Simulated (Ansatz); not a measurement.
`C=C([SiH3])[SeH]` + CH₃OH → `C=C([SiH3])OC` + H₂Se  (substitution at a C–Se bond)

Calculated with Ansatz (gas phase, PBE0-D4/def2-TZVP geometries, no zero-point term in ΔE). CCSD(T)/CBS adds triple-zeta CCSD(T) − MP2 to the extrapolated MP2 energy (def2 sets, frozen cores). This one scheme is used for every species. Functionals use def2-TZVPP. For Se outer-core shells are correlated without core-valence functions, which leaves a few kJ/mol of doubt a bond. Scalar relativity is left out up to krypton. One conformer a species, not always the lowest.

**Question.** Is it downhill or uphill in electronic energy at CCSD(T)/CBS, and by how much? (An estimate is asked.)

**Answer.** Computed: Uphill: ΔE = +0.16 eV.

**Question.** What do these levels give: PBE-D4, PBE0-D4, ωB97M-V, PBE0, HF/def2-TZVPP, CCSD/def2-TZVPP? (Estimate.)

**Answer.** Computed: PBE-D4 0.08, PBE0-D4 0.09, ωB97M-V 0.06, PBE0 0.08, HF/def2-TZVPP 0.04, CCSD/def2-TZVPP 0.13 eV.

Largest T1 diagnostic among the species: 0.013.

In def2-TZVPP, CCSD(T) changes the Hartree–Fock value by +0.09 eV (the triples alone add +0.01 eV) and MP2 by +0.17 eV.
